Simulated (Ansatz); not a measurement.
Cost and result for the atomization energy of `CO[Si](Cl)(Cl)[SeH]` (10 atoms, 9 bonds).

Z-matrix (Å, degrees):
```
C
O 1 1.417
H 1 1.090 2 107.5
H 1 1.093 2 110.6 3 119.2
H 1 1.094 2 111.2 3 -119.5
Si 2 1.615 1 125.6 3 173.2
Cl 6 2.046 2 111.3 1 54.7
Cl 6 2.029 2 106.1 1 172.0
Se 6 2.261 2 108.7 1 -66.2
H 9 1.468 6 92.1 2 157.4
```

Charge 0, multiplicity 1. Correlated methods include outer-core shells of Se, which these sets cover unevenly. Scalar relativity is left out up to krypton. The structure was optimised at the PBE0-D4/def2-TZVP level. It is one conformer, not always the lowest. Program: Ansatz. All runs use 2 threads of an AMD EPYC 7R13 on a shared host and a share of an NVIDIA H100 80 GB. Times are those of one run each, without the atoms' runs, and a repeat can differ threefold. Electronic energies, without spin–orbit coupling; frozen cores. CCSD(T)/CBS adds CCSD(T) − MP2 in def2-TZVPP to the MP2 limit, and its time is that of the two runs behind it. T1 = 0.010. With those shells the extrapolation isn't a true limit. B3LYP takes the VWN-RPA correlation (the form of Gaussian; ORCA's B3LYP/G).

CCSD(T)/CBS is a level of theory with its own doubt, some kJ/mol a heavy atom from the limit and from the frozen cores, so smaller differences don't rank the functionals.

```json
{"level": "PBE-D4/def2-TZVPP (with forces)", "functions": "292", "wall time": "6 s"}
{"level": "PBE0-D4/def2-TZVPP", "functions": "292", "wall time": "7 s"}
{"level": "r2SCAN-D4/def2-TZVPP (with forces)", "functions": "292", "wall time": "7.5 s"}
{"level": "B2PLYP/def2-TZVPP", "functions": "292", "wall time": "8 s"}
{"level": "B3LYP-D4/def2-TZVPP (with forces)", "functions": "292", "wall time": "8.5 s"}
{"level": "ωB97X-V/def2-TZVPP", "functions": "292", "wall time": "9 s"}
{"level": "MP2/def2-QZVPP", "functions": "533", "wall time": "11 s"}
{"level": "ωB97M-V/def2-TZVPP (with forces)", "functions": "292", "wall time": "14 s"}
{"level": "CCSD(T)/def2-TZVPP", "functions": "292", "wall time": "18 s"}
{"level": "CCSD(T)/CBS(def2)", "functions": "–", "wall time": "28 s"}
```

Q: What atomization energy does each give, and how far from CCSD(T)/CBS? (An estimate is asked.)

A: Computed: 
| level | atomization (kcal/mol) | difference from CCSD(T)/CBS | per bond |
| --- | --- | --- | --- |
| PBE-D4/def2-TZVPP (with forces) | 860.5 | 10.9 | 1.2 |
| PBE0-D4/def2-TZVPP | 845.7 | -3.9 | -0.4 |
| r2SCAN-D4/def2-TZVPP (with forces) | 851.2 | 1.6 | 0.2 |
| B2PLYP/def2-TZVPP | 830.0 | -19.6 | -2.2 |
| B3LYP-D4/def2-TZVPP (with forces) | 838.5 | -11.1 | -1.2 |
| ωB97X-V/def2-TZVPP | 849.6 | 0.0 | 0.0 |
| MP2/def2-QZVPP | 861.3 | 11.7 | 1.3 |
| ωB97M-V/def2-TZVPP (with forces) | 848.4 | -1.2 | -0.1 |
| CCSD(T)/def2-TZVPP | 820.8 | -28.8 | -3.2 |
| CCSD(T)/CBS(def2) | 849.6 | 0.0 | 0.0 |

From PBE to PBE0 (25 % exact exchange), in def2-TZVPP and without D4, the atomization energy moves by −13.6 kcal/mol: exact exchange takes away binding that semilocal exchange gives to molecules. In def2-TZVPP, CCSD(T) changes the Hartree–Fock value by +214.9 kcal/mol (the triples alone add +15.7 kcal/mol) and MP2 by +238.4 kcal/mol; breaking electron pairs costs correlation energy, which Hartree–Fock lacks. The D4 term adds +14.1 kcal/mol with B3LYP and +7.4 kcal/mol with PBE0; it sums over pairs of atoms, weighted by their polarisabilities, and B3LYP, whose exchange is more repulsive, gets the larger term.
